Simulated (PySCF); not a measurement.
Here is a computed PBE0-D3(BJ)/def2-SVP geometry (Å):
```
C 
B   1  1.5890
N   2  1.4189  1  119.40
N   2  1.4176  1  119.93  3  -179.25
H   1  1.1031  2  110.51  3    69.85
H   1  1.1024  2  111.50  3   -48.58
H   1  1.1010  2  113.10  3  -169.84
H   3  1.0100  2  124.30  1  -179.26
H   3  1.0088  2  122.24  1     1.14
H   4  1.0087  2  122.21  1    -0.89
H   4  1.0102  2  124.25  1   178.76
```
Z-matrix in Å and degrees, rows numbered from 1.

Charge 0, singlet.

**Question.** Which heavy atoms are bonded, and with what formal order?

**Answer.** C1–B2 (single); B2–N3 (single); B2–N4 (single). Hydrogens: H5, H6, H7 on C1; H8, H9 on N3; H10, H11 on N4.

**Question.** Write the SMILES.

**Answer.** `CB(N)N`, CH7BN2.

**Question.** Describe the place of each heavy atom.

**Answer.** C1: sp3 carbon bound to boron; B2: three-coordinate boron; N3/N4: boron-bound nitrogen.

**Question.** What is the arrangement about N3?

**Answer.** It has 3 neighbours (B2, H8, H9) and is planar (angles 124.3°, 122.2° and 113.5°, sum 360.0°, 0.00 Å off the plane of its three neighbours).

**Question.** What is the arrangement about B2?

**Answer.** It has 3 neighbours (C1, N3, N4) and is planar (angles 120.7°, 119.9° and 119.4°, sum 360.0°, 0.01 Å off the plane of its three neighbours).
